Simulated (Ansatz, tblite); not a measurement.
Forces on Ge(OMe)2 (C2H6GeO2) at its PBE0-D4/def2-SVP geometry. Charge 0, multiplicity 1.

The xTB rows come from tblite. Another isomer (singlet) lies 0.41 eV lower at PBE0-D4/def2-TZVP; other spin states weren't run for this one.

GFN1-xTB (tblite), largest force 0.67 eV/Å:

```xyz
11
positions Å, forces eV/Å
C    -1.233   -0.120    1.156   -0.062    0.497    0.451
C     1.332    0.553   -0.889    0.307    0.562    0.200
Ge   -0.419   -1.831   -1.128   -0.034   -0.154   -0.092
O    -1.364   -1.155    0.228    0.088   -0.238   -0.218
O     0.941   -0.699   -1.367   -0.203   -0.252   -0.089
H    -1.610    0.838    0.753    0.098   -0.185    0.051
H    -0.190    0.038    1.482   -0.183   -0.040   -0.079
H    -1.831   -0.357    2.052    0.093    0.028   -0.142
H     1.910    0.467    0.049   -0.139    0.004   -0.160
H     0.479    1.228   -0.700    0.140   -0.140   -0.033
H     1.984    1.039   -1.635   -0.105   -0.081    0.110
```

GFN2-xTB (tblite), largest force 0.76 eV/Å:

```
C -0.070 0.536 0.539
C 0.344 0.651 0.191
Ge -0.007 -0.036 -0.020
O 0.120 -0.063 -0.120
O -0.158 -0.087 0.022
H 0.088 -0.314 0.032
H -0.278 -0.124 -0.161
H 0.101 -0.038 -0.232
H -0.175 -0.067 -0.265
H 0.186 -0.275 -0.085
H -0.151 -0.183 0.098
```

PBE-D4/def2-TZVP (Ansatz), largest force 0.75 eV/Å:

```
C 0.106 0.566 0.487
C 0.180 0.674 0.275
Ge -0.086 -0.373 -0.227
O -0.477 -0.393 -0.033
O 0.310 -0.335 -0.419
H 0.002 -0.030 -0.014
H -0.013 -0.016 -0.026
H 0.000 -0.019 -0.017
H -0.013 -0.022 -0.016
H 0.001 -0.031 -0.003
H -0.009 -0.022 -0.008
```
